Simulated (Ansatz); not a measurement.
Stretching the Ge1–H2 bond in GeHI (SMILES [GeH][I]) (multiplicity 1 held, fragments rigid). Energies count from the point at 1.601 Å.
Geometry at that point (charge 0, multiplicity 1):
```xyz
3

Ge    -0.911    -0.755     1.057
H     -1.931    -1.240    -0.078
I      0.586     0.479    -0.637
```

Restricted levels (R-, RO-) in cc, def2 and unpolarised 6-31G sets keep to the state of the molecule at rest. U- levels take the lowest unrestricted solution at each point, which mixes spins at long bonds. Active spaces are followed from a long bond inwards. Levels need not reach the same state.

Cores are frozen in the correlated methods. Filled d and f shells under p-block atoms count as core.

Run with Ansatz (a program for electronic structure) with Gaussian orbitals. Values without a source in brackets are computed. In def2 rows elements past Kr take small-core potentials, without spin–orbit coupling.

Energies in kcal/mol.

```csv
R (Å),R-SCS-MP2/def2-SVP,U-SCS-MP2/def2-SVP,R-CCSD/def2-SVP,"CASSCF(2,2)/def2-SVP","FIC-NEVPT4(SD) on CASSCF(2,2)/def2-SVP","FIC-MRCISD+Q on CASSCF(2,2)/def2-SVP"
1.281,25.5,27.4,25.8,27.4,26.2,25.9
1.441,4.4,5.5,4.6,5.5,4.9,4.7
1.601,0.0,0.0,0.0,0.0,0.0,0.0
1.762,4.0,3.5,3.6,2.7,3.2,3.4
1.922,12.0,11.5,11.1,9.2,10.3,10.6
2.162,26.6,29.6,24.5,21.1,22.9,23.5
2.402,41.1,47.6,37.4,32.6,34.9,35.7
2.802,61.8,59.1,54.2,47.1,50.0,50.9
3.203,76.8,62.6,64.6,55.1,58.4,59.5
3.683,87.5,63.9,70.8,59.1,62.7,63.8
4.324,90.7,64.3,73.7,60.5,64.4,65.4
5.125,81.6,64.4,74.7,60.8,64.7,65.8
```

Doubts at one or more of the structures used: a restricted determinant that unrestricted orbitals would lower (R-SCS-MP2/def2-SVP, R-CCSD/def2-SVP); a spin-contaminated determinant (U-SCS-MP2/def2-SVP); other coupled-cluster roots lie near (R-CCSD/def2-SVP); T1 above 0.05 (R-CCSD/def2-SVP).
